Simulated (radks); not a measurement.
Problem. Method: scalar-relativistic Kohn-Sham, LDA (Slater exchange, Perdew-Wang correlation), spin-polarised, spherical densities, finite nucleus; open shells are filled with parallel spins first (spin-orbit coupling, left out, can overturn this in heavy ions); Fermi nuclear charge, rms radius of each element as measured or else 0.836 A^(1/3) + 0.57 fm; computed with a radial shooting solver on a logarithmic mesh with Libxc functionals. Response by self-consistent Sternheimer equations with the Hartree and adiabatic LDA kernel, the relativistic mass of each level held fixed and spin-orbit coupling left out. Rank Rb5+, Rb3+, Rb4+, Rb, Rb6+, Rb+, Rb2+ (NIST ground configurations) by static dipole polarisability, largest first.

Solution. Rb 280.2, Rb+ 9.461, Rb2+ 6.650, Rb3+ 4.943, Rb4+ 3.815, Rb5+ 3.052, Rb6+ 2.491 bohr^3.
